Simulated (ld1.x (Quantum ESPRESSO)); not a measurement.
## Logarithmic derivatives: sulfur, ultrasoft

| Property | Result |
| --- | --- |
| Element | sulfur |
| Generator | ld1.x (Quantum ESPRESSO) 7.5 |
| Type | ultrasoft |
| Functional | PBEsol |
| Relativity | scalar-relativistic |
| Frozen core | [Ne] |
| Valence charge | 6 |
| Reference configuration | 3s2 3p3.5 (charge +0.5) |
| Partial waves | 3s (bound): rcut 1.05, rcutus 1.35 bohr; 3s channel at -0.75 Ry: rcut 1.05, rcutus 1.35 bohr; 3p (bound): rcut 1.55, rcutus 1.70 bohr; 3p channel at 4.1 Ry: rcut 1.55, rcutus 1.70 bohr; 3d channel at 0.45 Ry: rcut 1.15, rcutus 1.40 bohr; 3d channel at 1.35 Ry: rcut 1.15, rcutus 1.40 bohr |
| Local potential | all-electron potential smoothed inside 1.05 bohr (lloc = -1) |
| Core correction | Bessel-smoothed model core, default radius (core density twice the valence density) |
| Augmentation charge | PSQ, inside the norm-conserving radii |

The phase is arctan(r·u′/u) with u = r·R(r), unwrapped; energies in Ry, scanned from -4 to 5 Ry. A pole is an energy at which the radial function vanishes at the test radius. The pseudo phase is shifted by a multiple of π to meet the all-electron one at the reference energy, and phase errors are pseudo minus all-electron; the curves can meet again beyond the range given. Levels narrower than the energy grid can be missing from the lists of poles.

| channel | radius (bohr) | reference energy (Ry) | poles, all-electron | poles, pseudo | unbroken range about the reference energy with phases within 0.05 rad | phase error 1 Ry above the reference energy (rad) |
| --- | --- | --- | --- | --- | --- | --- |
| s | 1.86 | -1.63 | 0.74 | 0.74 | below 4.9 | -0.000 |
| p | 1.86 | -0.86 | 1.92 | 1.92 | the whole range | -0.000 |
| d | 1.86 | 0.45 | 3.08 | 3.08 | the whole range | +0.000 |

Phases in the p channel:

```csv
E (Ry),all-electron,pseudo
-4.00,1.215,1.215
-3.76,1.195,1.195
-3.52,1.172,1.172
-3.28,1.145,1.144
-3.04,1.111,1.111
-2.80,1.070,1.070
-2.56,1.019,1.018
-2.32,0.952,0.951
-2.08,0.862,0.861
-1.84,0.737,0.736
-1.60,0.558,0.557
-1.36,0.302,0.301
-1.12,-0.038,-0.038
-0.88,-0.408,-0.408
-0.64,-0.725,-0.725
-0.40,-0.955,-0.955
-0.16,-1.116,-1.116
0.08,-1.229,-1.229
0.32,-1.312,-1.313
0.56,-1.376,-1.376
0.80,-1.426,-1.426
1.04,-1.467,-1.467
1.28,-1.500,-1.501
1.52,-1.530,-1.530
1.76,-1.555,-1.555
2.00,-1.578,-1.578
2.24,-1.599,-1.599
2.48,-1.618,-1.618
2.72,-1.636,-1.636
2.96,-1.654,-1.654
3.20,-1.671,-1.671
3.44,-1.688,-1.688
3.68,-1.705,-1.705
3.92,-1.723,-1.723
4.16,-1.741,-1.741
4.40,-1.761,-1.761
4.64,-1.782,-1.782
4.88,-1.805,-1.805
```
